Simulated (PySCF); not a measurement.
CH₃Cl₂NSi₂, SMILES C1=N[Si](Cl)([SiH2]1)Cl. Atoms are numbered in the order given.

```xyz
9

Cl     1.4192    -0.1202     1.6667
Si     0.2265     0.0221     0.0000
Cl     1.4192    -0.1202    -1.6667
N     -0.7296     1.5347     0.0000
C     -1.9308     1.0688     0.0000
Si    -1.9258    -0.8655     0.0000
H     -2.7874     1.7701     0.0000
H     -2.4911    -1.5149    -1.2214
H     -2.4911    -1.5149     1.2214
```
Charge 0, spin multiplicity 1.

The structure is a stationary point at PBE0-D3(BJ)/def2-SVP. The structure was generated by enumeration, and PubChem lists no compound with its InChIKey, so it may never have been made.

Two levels are set side by side: PBE/pcSseg-1 (PySCF) and PBE0/pcSseg-1 (PySCF). GIAO shifts against HCl (³⁵Cl), NH3 (¹⁵N), TMS (²⁹Si), TMS (¹H), TMS (¹³C) at the same level; non-relativistic, no solvent, atoms listed together averaged. Without spin–orbit terms, shifts of atoms bonded to Cl or Br come out too high at both levels. Differences are taken from unrounded values.

```tsv
quantity	PBE
δ(³⁵Cl) of Cl1, Cl3 (ppm)	160.7
δ(²⁹Si) of Si2 (ppm)	25.6
δ(¹⁵N) of N4 (ppm)	574.7
δ(¹³C) of C5 (ppm)	216.0
δ(²⁹Si) of Si6 (ppm)	1.2
δ(¹H) of H7 (ppm)	10.72
δ(¹H) of H8, H9 (ppm)	6.16
```

Task: These are the PBE values. What does PBE0 give? (The exact figures need the calculation; the answer reports its results.)

Result: 
| quantity | PBE0 | PBE minus PBE0 |
|---|---|---|
| δ(³⁵Cl) of Cl1, Cl3 (ppm) | 133.4 | 27.3 |
| δ(²⁹Si) of Si2 (ppm) | 30.4 | -4.7 |
| δ(¹⁵N) of N4 (ppm) | 578.9 | -4.2 |
| δ(¹³C) of C5 (ppm) | 220.0 | -4.0 |
| δ(²⁹Si) of Si6 (ppm) | -2.5 | 3.7 |
| δ(¹H) of H7 (ppm) | 10.78 | -0.06 |
| δ(¹H) of H8, H9 (ppm) | 5.77 | 0.38 |

Rough cost on one machine, each run with all the roots and properties that it gave: PBE0 against PBE within a factor of 2.
